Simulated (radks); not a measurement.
Question: Neutral bismuth, [Hg] 6p3. All-electron calculation, non-relativistic Kohn-Sham, PBE, spin-polarised, spherical densities, point nucleus. Program: a radial shooting solver on a logarithmic mesh with Libxc functionals. Every spin shell is full or empty, so the densities are truly spherical. Functionals are evaluated on that one density, not self-consistently. Rank these exchange functionals by their error against the exact value of the orbitals, and give that value: LDA, B88, PBE, PBEsol, WC, AM05, SOGGA, G96, APBE, revTPSS, r2SCAN, MS2, MVS.

Answer: Exact: -366.134 hartree. From best to worst, with 100 (|E| - |E exact|)/|E exact| (equal figures are ties): B88 +0.04, MVS +0.06, r2SCAN -0.20, APBE +0.22, PBE -0.36, G96 +0.45, WC -0.63, MS2 -0.68, revTPSS -0.92, PBEsol -1.79, SOGGA -1.80, AM05 -3.57, LDA -3.76.
